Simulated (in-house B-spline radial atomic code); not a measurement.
Ti⁺: [Ne] 3s2 3p5 3d2 4s2 (an excited or competing configuration)

Level of theory: non-relativistic revTPSS, spin-polarised, spherical fractional occupations, point nucleus; calculated with a radial B-spline atomic code at the basis-set limit.

Z_r = [3n² - l(l+1)]/(2<r>); Z_e = n√(-2ε); the last column is Slater's effective charge. Values are occupation-weighted means over spin.

```tsv
shell	electrons	ε (eV)	<r> (bohr)	Z_r	Z_e	Slater
1s	2	-4867.7	0.07009	21.40	18.91	21.70
2s	2	-550.08	0.3268	18.36	12.72	17.85
2p	6	-460.52	0.2907	17.20	11.64	17.85
3s	2	-76.584	0.9998	13.50	7.12	11.10
3p	5	-53.054	1.063	11.76	5.92	11.10
3d	2	-18.171	1.296	8.10	3.47	4.65
4s	2	-12.027	3.013	7.97	3.76	4.00
```

The least bound orbital is 4s down at -11.72 eV, and it is also the most diffuse (<r> = 3.064 bohr). The part-filled 3p shell lies below the filled 4s shell in orbital energy.
